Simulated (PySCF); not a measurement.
Cl2MoO2, charge -1, doublet, at a GFN2-xTB geometry (such geometries of metal compounds can be far from the true shape) (the multiplicity is a formal guess) (core potentials on Mo) (in this run its highest filled SCF level lies above zero, so its values depend strongly on the basis, on diffuse functions most of all). Base run: PySCF with DF-PBE/def2-TZVP.

The PySCF input:
```python
from pyscf import gto, scf, dft

mol = gto.M(
    atom='''
Mo    0.484657   -0.090098    0.159970
O     1.581298   -0.625309   -0.943275
O     0.843177    0.174597    1.743517
Cl   -0.785127    1.691317   -0.719227
Cl   -1.553191   -1.256622   -0.052577
''',
    basis='def2-tzvp',
    ecp={'Mo': 'def2-tzvp'},
    charge=-1,
    spin=1,
    verbose=4,
)

mf = dft.UKS(mol)
mf.xc = 'pbe'
mf = mf.density_fit(auxbasis='def2-universal-jkfit')
mf.kernel()
mf.analyze()
```

Each row names what was changed in the base input (with any setting that the change needs).

```
change              basis functions       E (Eh)  HOMO (eV)  core-seconds (rough)
------------------  ---------------  -----------  ---------  --------------------
base                            176  -1138.94824       0.31                    40
basis = LANL2DZ                  56   -247.96898       0.06                    10
basis = def2-SV(P)               88  -1138.38994       0.58                    20
basis = def2-SVP                 95  -1138.41977       0.67                    20
basis = def2-SVPD               134  -1138.45641       0.03                    30
basis = def2-TZVPP              202  -1138.95430       0.33                    40
basis = def2-TZVPD              212  -1138.95487       0.12                    50
```

Totals compare only among sets that treat the same electrons; sets with core potentials leave the core out.

Open shells are given as the SCF converged; they aren't shown to be the lowest states, and a large step between rows can be another state.
